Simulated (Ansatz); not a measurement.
Compare A (`[SiH3][SiH2]B1C[SiH2]1`) with its isomer B (`B[SiH]1C[SiH2][SiH2]1`).

Calculated with Ansatz (gas phase, PBE0-D4/def2-TZVP geometries, no zero-point term in ΔE). CCSD(T)/CBS adds triple-zeta CCSD(T) − MP2 to the extrapolated MP2 energy (def2 sets, frozen cores). Functionals use def2-TZVPP. B3LYP here is the variant with VWN-RPA as its local correlation; programs differ in this. Each species was taken in one conformer, which may not be the lowest.

Which isomer does CCSD(T)/CBS put lower? Give the gap. (An estimate is asked.)

Ansatz gave: B, by 28.5 kcal/mol.

Give E(B) − E(A) in kcal/mol with CCSD/def2-TZVPP, ωB97M-V, B3LYP-D4, CCSD(T)/def2-TZVPP, r2SCAN-D4, MP2/def2-TZVPP, B2PLYP. (Estimate.)

Ansatz gave: CCSD/def2-TZVPP -26.3, ωB97M-V -29.9, B3LYP-D4 -26.8, CCSD(T)/def2-TZVPP -27.7, r2SCAN-D4 -30.7, MP2/def2-TZVPP -30.3, B2PLYP -26.0. None reverses the order clearly.

Largest T1 diagnostic: 0.015.

In def2-TZVPP, CCSD(T) changes the Hartree–Fock value by −10.5 kcal/mol (the triples alone add −1.4 kcal/mol) and MP2 by −13.1 kcal/mol. The D4 term adds −2.9 kcal/mol with B3LYP and −1.4 kcal/mol with PBE0; it sums over pairs of atoms, weighted by their polarisabilities, and B3LYP, whose exchange is more repulsive, gets the larger term.
